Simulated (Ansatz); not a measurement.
`[OH][Al]([F])[SiH3]`, charge 0, multiplicity 1.

**Question.** Give a relaxed structure at PBE0-D4/def2-TZVP (Ansatz 0.2.0). (Estimate.)

**Answer.** Computed: 
Z-matrix (Å, degrees):
```
Si
Al 1 2.432
H 1 1.488 2 110.4
H 1 1.487 2 111.4 3 -120.6
H 1 1.489 2 110.1 3 119.1
F 2 1.652 1 121.2 3 126.2
O 2 1.686 1 119.3 3 -54.0
H 7 0.956 2 125.3 1 -179.6
```
